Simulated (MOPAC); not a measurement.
Job for MOPAC: PM6 on CH4BI (SMILES CBI), a point of a torsion scan.

```
PM6 1SCF PRECISE CHARGE=0 THREADS=1
CH4BI

C     -0.75605122 1    -0.10963572 1    -0.04583920 1
B      0.57450819 1     0.61023372 1     0.34975539 1
I      1.37881112 1     2.16314795 1    -0.80916655 1
H     -1.22516481 1     0.25414550 1    -0.95774900 1
H     -1.48803930 1    -0.02629058 1     0.75973077 1
H     -0.58808681 1    -1.18180418 1    -0.16415477 1
H      1.15929016 1     0.29522038 1     1.31329818 1
```

It printed:

```
*******************************************************************************
 **                                                                           **
 **                              MOPAC v23.2.5                                **
 **                                                                           **
 *******************************************************************************
 ** MOPAC's Digital Object Identifier: https://doi.org/10.5281/zenodo.6511958 **
 **                                                                           **
 ** Please cite the open-source release paper for use of this MOPAC version:  **
 ** J. E. Moussa and J. J. P. Stewart (2026)                                  **
 ** MOPAC: An open-source semiempirical molecular orbital program             **
 ** J. Open Source Softw., 11(119), 8025, https://doi.org/10.21105/joss.08025 **
 *******************************************************************************

                              PM6 CALCULATION RESULTS

 *******************************************************************************
 *  PM6        - The PM6 Hamiltonian to be used
 *
 *
 *
 *                 CHARGE ON SYSTEM = 0
 *
 *
 *
 *  PRECISE    - TIGHTER CRITERIA TO BE USED
 *  1SCF       - DO 1 SCF AND THEN STOP
 *  THREADS=1  - MULTI-THREADING NOT USED
 *  T=         - A TIME OF 172800.0 SECONDS REQUESTED
 *  DUMP=N     - RESTART FILE WRITTEN EVERY 7200.0 SECONDS REQUESTED
 *******************************************************************************
PM6 1SCF PRECISE CHARGE=0 THREADS=1
 CH4BI

   ATOM   CHEMICAL          X               Y               Z
  NUMBER   SYMBOL      (ANGSTROMS)     (ANGSTROMS)     (ANGSTROMS)

     1       C         -0.75605122  *  -0.10963572  *  -0.04583920  *
     2       B          0.57450819  *   0.61023372  *   0.34975539  *
     3       I          1.37881112  *   2.16314795  *  -0.80916655  *
     4       H         -1.22516481  *   0.25414550  *  -0.95774900  *
     5       H         -1.48803930  *  -0.02629058  *   0.75973077  *
     6       H         -0.58808681  *  -1.18180418  *  -0.16415477  *
     7       H          1.15929016  *   0.29522038  *   1.31329818  *



          CARTESIAN COORDINATES

    NO.       ATOM           X           Y           Z

     1         C         -0.7561     -0.1096     -0.0458
     2         B          0.5745      0.6102      0.3498
     3         I          1.3788      2.1631     -0.8092
     4         H         -1.2252      0.2541     -0.9577
     5         H         -1.4880     -0.0263      0.7597
     6         H         -0.5881     -1.1818     -0.1642
     7         H          1.1593      0.2952      1.3133

 General Reference for PM6:
 "Optimization of Parameters for Semiempirical Methods V: Modification of NDDO Approximations
 and Application to 70 Elements", J. J. P. Stewart, J. Mol. Mod., 13, 1173-1213 (2007)
 URL: https://link.springer.com/article/10.1007/s00894-007-0233-4

           Empirical Formula: C H4 B I  =     7 atoms



      MOLECULAR POINT GROUP   :   Cs


      RHF CALCULATION, NO. OF DOUBLY OCCUPIED LEVELS = 9


 -------------------------------------------------------------------------------
 PM6 1SCF PRECISE CHARGE=0 THREADS=1
 CH4BI



     1SCF WAS SPECIFIED, SO BFGS WAS NOT USED
     SCF FIELD WAS ACHIEVED


                              PM6 CALCULATION
                                                       MOPAC v23.2.5 Linux




          FINAL HEAT OF FORMATION =          4.15878 KCAL/MOL =      17.40034 KJ/MOL


          COSMO AREA              =        110.30 SQUARE ANGSTROMS
          COSMO VOLUME            =         97.14 CUBIC ANGSTROMS

          IONIZATION POTENTIAL    =          9.522999 EV
          HOMO LUMO ENERGIES (EV) =         -9.523 -1.016
          NO. OF FILLED LEVELS    =          9
          MOLECULAR WEIGHT        =        153.7571         POINT GROUP:  Cs

          MOLECULAR DIMENSIONS (Angstroms)

            Atom       Atom       Distance
            H     5    I     3     3.93369
            H     7    H     4     3.18028
            H     6    I     3     1.68608


          SCF CALCULATIONS        =          1





   ATOM   CHEMICAL          X               Y               Z
  NUMBER   SYMBOL      (ANGSTROMS)     (ANGSTROMS)     (ANGSTROMS)

     1       C         -0.75605122  *  -0.10963572  *  -0.04583920  *
     2       B          0.57450819  *   0.61023372  *   0.34975539  *
     3       I          1.37881112  *   2.16314795  *  -0.80916655  *
     4       H         -1.22516481  *   0.25414550  *  -0.95774900  *
     5       H         -1.48803930  *  -0.02629058  *   0.75973077  *
     6       H         -0.58808681  *  -1.18180418  *  -0.16415477  *
     7       H          1.15929016  *   0.29522038  *   1.31329818  *

                             CARTESIAN COORDINATES

   1    C       -0.756051220    -0.109635720    -0.045839200
   2    B        0.574508190     0.610233720     0.349755390
   3    I        1.378811120     2.163147950    -0.809166550
   4    H       -1.225164810     0.254145500    -0.957749000
   5    H       -1.488039300    -0.026290580     0.759730770
   6    H       -0.588086810    -1.181804180    -0.164154770
   7    H        1.159290160     0.295220380     1.313298180


           Empirical Formula: C H4 B I  =     7 atoms



      MOLECULAR POINT GROUP   :   Cs


                  EIGENVALUES
 -25.40580 -20.43793 -16.74519 -14.56967 -14.21326 -12.61206 -10.66908 -10.08278
  -9.52300  -1.01569  -0.70911   3.00809   4.85286   5.34400   5.62013   6.61884
 111.93760 111.96252 112.06980 112.43103 112.43967


              NET ATOMIC CHARGES AND DIPOLE CONTRIBUTIONS

  ATOM NO.   TYPE          CHARGE      No. of ELECS.   s-Pop       p-Pop       d-Pop
    1          C          -0.607835        4.6078     1.09464     3.51319
    2          B           0.204915        2.7951     1.08929     1.70580
    3          I          -0.218559        7.2186     1.95315     5.26273     0.00268
    4          H           0.177079        0.8229     0.82292
    5          H           0.181166        0.8188     0.81883
    6          H           0.181169        0.8188     0.81883
    7          H           0.082065        0.9179     0.91793
 DIPOLE           X         Y         Z       TOTAL
 POINT-CHG.    -1.066    -2.069     1.549     2.796
 HYBRID        -0.174     0.365    -0.626     0.746
 SUM           -1.241    -1.704     0.922     2.301


          ATOMIC ORBITAL ELECTRON POPULATIONS

     Atom    s        px        py        pz      x^2-y^2     xz        z^2       yz        xy
    1  C   1.09464   1.15363   1.16907   1.19049
    2  B   1.08929   0.63075   0.43755   0.63749
    3  I   1.95315   1.86262   1.60858   1.79153   0.00038   0.00030   0.00035   0.00094   0.00070
    4  H   0.82292
    5  H   0.81883
    6  H   0.81883
    7  H   0.91793

 **********************
 *                    *
 * JOB ENDED NORMALLY *
 *                    *
 **********************




 == MOPAC DONE ==
```

The run finished.

Cost: roughly 0.05 core-seconds.
